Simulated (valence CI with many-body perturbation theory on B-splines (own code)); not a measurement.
Si⁷⁺: calculated level list

Calculated by valence CI with perturbative core correlation (CI+MBPT): five valence electrons over a frozen Dirac-Fock core [He], a basis of 9 s, 9 p, 8 d, 6 f, 3 g, 1 h functions for each j, with the one-electron correlation potential Σ1, the two-electron term Σ2, the three-electron term Σ3, Breit, model QED; selected CI, second order for the rest, scaled by the run's own slope (own B-spline code, finite nucleus).

No measured levels were compared; by estimate levels hold to about 100 cm⁻¹ or 0.05 % of their energy and the worst to 300 or 400 cm⁻¹, as in measured light ions of charge 2 to 7. Among the levels kept, up to 2100 cm⁻¹ of a level comes from second order outside the variational space, and about a tenth of that is noise between levels of different J, which matters for small intervals.

Levels 46 to 68 of 68, with energies above the lowest level, 2s²2p³ ⁴S°_3/2. "Leading %" is the weight of the configuration and term that name the level; weights of strongly mixed levels are sums over their largest components and can fall short. Lifetimes count E1, E2, E3, M1 and M2 decay at the calculated energies, and are blank where another channel may lead or the interval is too uncertain; long ones can be off by a factor of two.

```tsv
No.	Configuration	Term	J	E (eV)	Leading %	Lifetime	Second component
46	2s²2p²3d	⁴F	7/2	200.65	94	476 ps	
47	2s²2p²3d	⁴F	9/2	200.93	97	969 ps	
48	2s²2p²3d	²P	3/2	201.45	69	4.79 ps	26 % 2s²2p²3d ⁴D
49	2s²2p²3d	⁴D	1/2	201.57	76	15.0 ps	20 % 2s²2p²3d ²P
50	2s²2p²3d	⁴D	5/2	201.74	88	24.4 ps	4 % 2s²2p²3d ⁴P
51	2s²2p²3d	⁴D	3/2	201.80	67	10.5 ps	26 % 2s²2p²3d ²P
52	2s2p³3s	⁴S°	3/2	201.88	86	8.37 ps	11 % 2s²2p²3p ⁴S°
53	2s²2p²3d	⁴D	7/2	201.88	90	271 ps	
54	2s²2p²3d	²P	1/2	202.09	76	4.23 ps	21 % 2s²2p²3d ⁴D
55	2s²2p²3d	²F	5/2	202.59	95	5.58 ps	
56	2s²2p²3d	⁴P	5/2	202.97	91	1.21 ps	4 % 2s²2p²3d ⁴D
57	2s²2p²3p	²P°	3/2	203.04	93	241 ps	4 % 2p⁴3p ²P°
58	2s²2p²3p	²P°	1/2	203.04	93	241 ps	4 % 2p⁴3p ²P°
59	2s²2p²3d	²F	7/2	203.13	93	5.59 ps	
60	2s²2p²3d	⁴P	3/2	203.15	94	1.17 ps	
61	2s²2p²3d	⁴P	1/2	203.25	95	1.15 ps	
62	2s²2p²3d	²D	3/2	205.73	95	1.88 ps	
63	2s²2p²3d	²D	5/2	205.86	95	1.72 ps	
64	2s2p³3p	⁶P	3/2	206.89	99	1.30 ns	
65	2s2p³3p	⁶P	5/2	206.93	99	1.22 ns	
66	2s2p³3p	⁶P	7/2	207.01	99	1.30 ns	
67	2s²2p²3d	²G	7/2	208.09	93	34.8 ps	
68	2s²2p²3d	²G	9/2	208.14	97	854 ps
```

Names give the largest LS component (configuration and term), which can be under half, so a name can repeat, a term be missing and a line seem to break the LS rules; names also repeat where a configuration has a term twice.
